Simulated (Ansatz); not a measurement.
Reaction (atomization): `[F][Ge]([F])([Cl])[I]` → Cl• + 2 F• + Ge• + I•

Calculated with Ansatz (gas phase, PBE0-D4/def2-TZVP geometries, no zero-point term in ΔE). CCSD(T)/CBS is the MP2 limit (def2-TZVPP, def2-QZVPP) plus CCSD(T) − MP2 in def2-TZVPP, frozen cores. This one scheme is used for every species, atoms too. For atomizations the MP2-based limit and the directly extrapolated one differ by several kJ/mol either way, and by 10 to 25 for some Ge, Se and Sn compounds, so smaller differences from it don't rank the levels. DFT in def2-TZVPP. Open shells (•) are unrestricted, without spin–orbit coupling. Spin–orbit coupling would lower the free atoms: a little for Cl, F; clearly for Ge; strongly for I. def2 core potentials past Kr. For Ge, I outer-core shells are correlated without core-valence functions, so the limit isn't a true one: a few kJ/mol of doubt a bond, and 10 to 20 or more in all where bonds break to atoms. Scalar relativity is left out up to krypton.

CCSD(T)/CBS gives +1575.2 kJ/mol.

**Question.** Another level gave +1558.3 kJ/mol. Which?
A. LDA (SPW92)/def2-TZVPP
B. SCS-MP2/def2-TZVPP
C. r2SCANh/def2-TZVPP
D. r2SCANh-D4/def2-TZVPP

**Answer.** B. SCS-MP2/def2-TZVPP 1558.3, LDA (SPW92) 1866.9, r2SCANh 1548.3, r2SCANh-D4 1552.6 kJ/mol.

Largest T1 diagnostic among the species: 0.011.

In def2-TZVPP, CCSD(T) changes the Hartree–Fock value by +469.9 kJ/mol (the triples alone add +45.5 kJ/mol) and MP2 by +571.9 kJ/mol; breaking electron pairs costs correlation energy, which Hartree–Fock lacks. The D4 term adds +29.5 kJ/mol with B3LYP and +15.4 kJ/mol with PBE0; it sums over pairs of atoms, weighted by their polarisabilities, and B3LYP, whose exchange is more repulsive, gets the larger term.

B3LYP here is the variant with VWN-RPA as its local correlation; programs differ in this.
